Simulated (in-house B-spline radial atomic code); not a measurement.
The numbers below are computed, except where a source is named.
**O in an electron gas of r_s = 2.2: phase shifts, screening, friction and resistivity**

A nucleus sits in a uniform electron gas with a rigid positive background. The Kohn-Sham equations are solved self-consistently in the spin-unpolarised LDA (PW92), non-relativistic, on B-splines with outgoing waves at the boundary and partial waves to l = 8. The model has no lattice, no bands and no magnetic solution. Atomic units; δ_l are the phase shifts at the Fermi level, counted so that each bound state adds π, and good to about 0.0005.

The density parameter is r_s = 2.2 bohr, near that of the valence electrons of Ga (3 per atom, density 5.91 g/cm³, mass 69.72 u, which gives r_s = 2.19).

```
l  δ_l (rad)
0     4.9507
1     2.3631
2     0.0758
3     0.0169
4     0.0028
5     0.0006
6     0.0002
7     0.0002
8     0.0001
```

Bound levels below the band bottom (hartree): s -18.1, s -0.4024.

Check the Friedel sum rule, and say where the screening charge sits.

k_F = (9π/4)^(1/3)/r_s = 0.87234. The rule is Z = (2/π) Σ (2l + 1) δ_l. The terms are s 3.152, p 4.513, d 0.241, f 0.075 and 0.025 beyond, in all 8.006 against Z = 8. Bound states hold 4 s, 0 p, 0 d electrons, so the scattering states carry 4.01 in all; where a term is smaller than its bound count, the bound level has drawn weight out of the band.

Find the transport cross section and the electronic stopping of a 2 keV O ion (mass 16.0 u).

σ_tr = (4π/k_F²) Σ (l + 1) sin²(δ_l − δ_(l+1)). The terms for l = 0 to 3 are 0.2768, 1.1374, 0.0104, 0.0008, all together 1.4253, so σ_tr = 16.513 × 1.4253 = 23.537 bohr². With n = 3/(4π r_s³) = 0.02242, the friction coefficient is Q = n k_F σ_tr = 0.4603. For v well below v_F = 0.872, dE/dx = Q v; with 24801 eV per u at v = 1, v = √(2000/(24801 × 16.0)) = 0.0710, so dE/dx = 0.03268 hartree/bohr = 16.8 eV/nm. The largest term couples the p and d waves.

What residual resistivity would 1 atomic per cent of such centres give in Ga?

Δρ = k_F n_i σ_tr/n in atomic units of 21.74 μΩ·cm. With one host atom per 3 electrons, n_i/n = 0.01/3, so Δρ = 0.8723 × 0.00333 × 23.537 × 21.74 = 1.49 μΩ·cm. This is an atom added to the gas, as on an interstitial site.

On a substitutional site the background of one host ion, a sphere holding 3 charges, is taken out. The phase shifts for l = 0 to 4 become 4.4463, 1.7608, -0.2422, -0.0699, -0.0150. What follows?

The Friedel sum is now 5.01, for Z − 3 = 5. The sum in σ_tr is 1.9441, so σ_tr = 32.10 bohr² and Δρ = 2.03 μΩ·cm per atomic per cent, 1.36 times the value above. A real host ion scatters too, so this model doesn't give zero even for the host's own atom.
